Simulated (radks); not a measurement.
These are the eigenvalues of the occupied orbitals of an atom or ion with whole-number occupations (hartree). All-electron calculation, scalar-relativistic Kohn-Sham, PBE, spin-polarised, spherical densities, finite nucleus; Fermi nuclear charge, rms radius of each element as measured or else 0.836 A^(1/3) + 0.57 fm. Program: a radial shooting solver on a logarithmic mesh with Libxc functionals.

| orbital | eigenvalue |
|---|---|
| 1s up | -3330.419 |
| 1s down | -3330.418 |
| 2s up | -598.6850 |
| 2s down | -598.6847 |
| 2p up | -512.3928 |
| 2p down | -512.3921 |
| 3s up | -144.7454 |
| 3s down | -144.7449 |
| 3p up | -120.0769 |
| 3p down | -120.0762 |
| 3d up | -95.24192 |
| 3d down | -95.24135 |
| 4s up | -33.45011 |
| 4s down | -33.44914 |
| 4p up | -25.36326 |
| 4p down | -25.36222 |
| 4d up | -16.10212 |
| 4d down | -16.10093 |
| 5s up | -6.09070 |
| 5s down | -6.08786 |
| 4f up | -5.90514 |
| 4f down | -5.90376 |
| 5p up | -3.82024 |
| 5p down | -3.81734 |
| 5d up | -1.29463 |
| 5d down | -1.28505 |
| 6s up | -0.83063 |
| 6s down | -0.78453 |
| 6p up | -0.44239 |

Which element is it, and in what charge state? The configuration may be excited.

Answer. Z = 83, bismuth, charge +1: Bi+ in [Hg] 6p(up 2, down 0). The list shows which subshells hold electrons but not how many an open one holds; the 1s level, -3330.4 hartree, gives Z - s = 81.6 by -(Z - s)^2/2, which with screening and relativity narrows Z to a few neighbours, and the depths of the outer levels then fix element, charge and occupations together.
